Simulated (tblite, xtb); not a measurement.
C$_{6}$H$_{16}$N$_{2}$, singlet, at a GFN2-xTB geometry. Base run: xtb 6.7.1 with GFN1-xTB.

Here is a job for xtb.
```
$ xtb mol.xyz --gfn 1 --json

# file mol.xyz
24

C      2.41516844    -1.12686093     0.94830090
N      1.34850325    -0.29983269     0.42831183
C      1.86279536     0.91719718    -0.16197953
C      0.51292923    -1.05704265    -0.48430524
C     -0.67508306    -0.26642563    -1.04320054
N     -1.31094644     0.60636413    -0.07452281
C     -1.76272826    -0.10046876     1.10462197
C     -2.38765336     1.35143374    -0.68910597
H      2.98240896    -0.55579652     1.68182244
H      1.98931009    -1.99925753     1.44366294
H      3.10776160    -1.47689264     0.16450453
H      1.02829265     1.57379002    -0.39206355
H      2.44865870     0.73157661    -1.07729691
H      2.50409915     1.41518187     0.56354713
H      0.14390305    -1.92813636     0.06502865
H      1.09348761    -1.43575956    -1.34912948
H     -0.33552784     0.36413175    -1.87015395
H     -1.39196321    -1.00034081    -1.46254152
H     -0.89807506    -0.51097913     1.61872671
H     -2.25641400     0.60637660     1.76967255
H     -2.47077017    -0.91204615     0.86900461
H     -3.20237675     0.70466205    -1.05578897
H     -1.99863244     1.92317031    -1.53148044
H     -2.79963018     2.04760171     0.03997254
```

Programs used: tblite, xtb; a row that names a program was run with it.

Each row names what was changed in the base input (with any setting that the change needs).

```tsv
change	ΔE vs base (kcal/mol)	HOMO-LUMO gap (eV)	dipole (D)	SCF cycles
base	0.000	6.79	1.82	8
file = coord	0.000	6.79	1.82	8
program = tblite; method = gfn1; option = (--alpb, water)	-3.19	-	-	-
program = tblite; method = gfn1; option = (--efield, 0,0,0.1)	0.611	-	-	-
alpb = dmf	-7.39	6.83	1.97	8
program = tblite; method = gfn1	0.000	-	-	-
```

ALPB and GBSA are two models with their own fitted parameters for each solvent, which aren't always the measured dielectric constant.
